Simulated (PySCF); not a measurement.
Compound: C2H9GeNSi.
Atom-mapped SMILES: `[CH2:1]=[CH:2][GeH2:3][NH:4][SiH3:5]` (hydrogens: H6, H7 on C1; H8 on C2; H9, H10 on Ge3; H11 on N4; H12, H13, H14 on Si5)

Level of theory: PySCF, PBE0-D3(BJ)/def2-SVP geometry optimisation, gas phase.

(1) List the bond lengths, angles and torsions at this level.

Answers

(1) 
```tsv
bond	length (Å)
C1=C2	1.336
C2–Ge3	1.939
Ge3–N4	1.841
N4–Si5	1.733
C1–H6	1.096
C1–H7	1.097
C2–H8	1.097
Ge3–H9, Ge3–H10	1.542
N4–H11	1.016
Si5–H12, Si5–H13, Si5–H14	1.498
```

Bonds in one row agree within 0.01 Å and their mean is given. A selection of angles:
```tsv
angle	degrees
C2–C1–H6	122.1
C2–C1–H7	121.8
H6–C1–H7	116.1
C1–C2–Ge3	122.5
C1–C2–H8	119.1
Ge3–C2–H8	118.4
C2–Ge3–N4	111.0
C2–Ge3–H9	107.3
C2–Ge3–H10	112.1
N4–Ge3–H9	110.0
N4–Ge3–H10	105.3
H9–Ge3–H10	111.2
Ge3–N4–Si5	128.6
Ge3–N4–H11	114.0
Si5–N4–H11	116.7
N4–Si5–H12	110.7
N4–Si5–H13	114.3
N4–Si5–H14	107.7
H12–Si5–H13	106.6
H12–Si5–H14	109.7
```

Torsions: C1–C2–Ge3–N4 -119° (anticlinal); C2–Ge3–N4–Si5 -110° (anticlinal). The mirror-image conformer, all signs reversed, is as good.

N4 (silicon-bound nitrogen) is almost planar (angles 128.6°, 116.7° and 114.0°, sum 359.3°, 0.07 Å off the plane of its three neighbours). Ge3 (germanium bonded to C, N and 2 H) is distorted tetrahedral (angles from 105.3° to 112.1°). Si5 (SiH3 silicon) is distorted tetrahedral (angles from 106.6° to 114.3°).

Point group: C1 (no symmetry element, even within 0.4 Å). No PBE0-D3(BJ)/def2-SVP frequencies stand behind this structure, so it isn't proved a minimum. One conformer, not necessarily the lowest.
